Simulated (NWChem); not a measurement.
Molecule: C3H5BFN; SMILES FB1C=N[C@@H]1C

```xyz
11

C      0.8278    -1.7494     0.2242
C     -0.0572    -0.7418    -0.4741
N     -1.3237    -0.3785     0.2678
C     -1.3257     0.9047     0.0963
B      0.1587     0.8230    -0.3397
F      1.2183     1.5743    -0.1173
H      1.1600    -1.3896     1.2101
H      1.7256    -1.9530    -0.3786
H      0.2959    -2.7018     0.3759
H     -0.3538    -1.1005    -1.4719
H     -2.1406     1.5516     0.4431
```
Atoms are numbered in this order, from 1.

Level: PBE0/def2-SVP (NWChem), optimised geometry, unscaled harmonic frequencies. 

**Question.** List the harmonic frequencies with IR intensities, and the thermochemistry.

**Answer.** 
| frequency (cm⁻¹) | IR intensity (km/mol) |
|---|---|
| 99 | 10.1 |
| 185 | 1.6 |
| 201 | 1.1 |
| 333 | 4.2 |
| 446 | 14.1 |
| 583 | 3.1 |
| 655 | 9.9 |
| 786 | 37.5 |
| 829 | 7.3 |
| 910 | 11.5 |
| 991 | 41.2 |
| 1030 | 29.4 |
| 1079 | 5.7 |
| 1142 | 6.7 |
| 1205 | 20.6 |
| 1263 | 18.5 |
| 1332 | 21.2 |
| 1391 | 5.7 |
| 1450 | 55.6 |
| 1471 | 5.9 |
| 1482 | 266.6 |
| 1617 | 5.8 |
| 3057 | 16.8 |
| 3106 | 4.2 |
| 3151 | 13.7 |
| 3160 | 10.2 |
| 3189 | 10.9 |

```yaml
zero_point_energy: 51.6 kcal/mol
thermal correction to the enthalpy at 298.15 K (with zero-point energy): 56.0 kcal/mol
heat capacity Cv: 20.5 cal/(mol K)
entropy at 298.15 K and 1 atm (symmetry number 1): 77.4 cal/(mol K)
dipole_moment: 0.73 D
```

Rigid rotor and harmonic oscillator; modes under 100 cm⁻¹ make the entropy uncertain.
